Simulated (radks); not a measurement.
Values are calculated unless marked as measured or tabulated.
Initial-state core-level shifts of neutral gallium when its valence configuration changes from [Ar] 3d10 4s2 4p1. Code: a radial shooting solver on a logarithmic mesh with Libxc functionals. Model: scalar-relativistic Kohn-Sham, r2SCAN, spin-polarised, spherical densities, finite nucleus; open shells are filled with parallel spins first; meta-GGA in the generalised Kohn-Sham scheme; Fermi nuclear charge, rms radius 3.9973 fm. Shifts are changes of the shell-averaged eigenvalues in eV (positive: less bound); the change of the density at the nucleus, which sets a Mossbauer isomer shift, is in e/bohr^3, on a base of 2.853e+04.

\begin{tabular}{lrrrrr}
valence & 1s & 2p & 3s & 3p & density at nucleus \\ \hline
3d8 4s2 4p3 & -21.542 & -23.501 & -19.779 & -19.292 & +20.298 \\
3d9.5 4s2 4p1.5 & -5.095 & -5.507 & -4.828 & -4.716 & +4.677 \\
3d9 4s2 4p2 & -10.380 & -11.259 & -9.736 & -9.503 & +9.634 \\
3d10 4p3 & -3.217 & -3.043 & -3.207 & -3.206 & -25.474 \\
3d10 4s1 4p2 & -1.318 & -1.243 & -1.337 & -1.336 & -12.411 \\
3d10 4s1.5 4p1.5 & -0.757 & -0.716 & -0.758 & -0.758 & -6.097 \\
3d8 4s1.5 4p3.5 & -22.445 & -24.376 & -20.661 & -20.170 & +11.538 \\
\end{tabular}
